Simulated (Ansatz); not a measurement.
Basis-set extrapolation for C2H6AlClO2, SMILES `C[O][Al]([Cl])[O]C` (PBE0-D4/def2-TZVP geometry, frozen core, Ansatz 0.2.0). Multiplicity 1, RHF reference.

```tsv
	def2-TZVPP	def2-QZVPP
HF	-930.664602	-930.696066
MP2 correlation	-1.077131	-1.163664
CCSD(T) correlation	-1.165045	not run
```

Energies in hartree. Use E(X) = E(∞) + A·exp(−7.88·√X) for Hartree–Fock and E(X) = E(∞) + B·X^(−2.97) for correlation, with X = 3 and 4, and add CCSD(T) minus MP2 of the smaller set to the MP2 limit.

Task: What is the CCSD(T) energy at the basis-set limit?

Result: HF limit: -930.696066 + (-0.031464) × 0.13774 = -930.70040. MP2 limit: -1.163664 + (-0.086533) × 0.74074 = -1.22776. Higher-order term: -1.165045 − (-1.077131) = -0.08791. Total: -932.01607 hartree, 489.5 kJ/mol below CCSD(T)/def2-TZVPP.
